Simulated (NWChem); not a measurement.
Species: CH₄N, doublet; SMILES [NH]C

```xyz
6

C     -0.0200    -0.6143     0.0000
N     -0.1254     0.8259     0.0000
H      0.5335    -0.9833    -0.8816
H     -1.0151    -1.0703     0.0000
H      0.5335    -0.9833     0.8816
H      0.8418     1.1853     0.0000
```
Atoms are numbered in this order, from 1.

Level: B3LYP/6-31G* (spherical d), spin-unrestricted (NWChem), optimised geometry, unscaled harmonic frequencies. In the optimisation the excess spin sits in a" (Cs, its own frame). B3LYP is NWChem's, with the RPA form of VWN correlation.

| frequency (cm⁻¹) | IR intensity (km/mol) |
|---|---|
| 264 | 55.4 |
| 964 | 0.9 |
| 1020 | 13.1 |
| 1054 | 14.7 |
| 1361 | 12.0 |
| 1425 | 7.3 |
| 1511 | 6.6 |
| 1516 | 2.7 |
| 2967 | 17.1 |
| 3004 | 33.2 |
| 3115 | 32.2 |
| 3352 | 21.7 |

```json
{
  "zero_point_energy": "30.8 kcal/mol",
  "thermal correction to the enthalpy at 298.15 K (with zero-point energy)": "33.5 kcal/mol",
  "heat capacity Cv": "9.2 cal/(mol K)",
  "entropy at 298.15 K and 1 atm (symmetry number 1, electronic part: spin degeneracy alone)": "58.4 cal/(mol K)",
  "dipole_moment": "1.99 D"
}
```

Rigid rotor and harmonic oscillator.
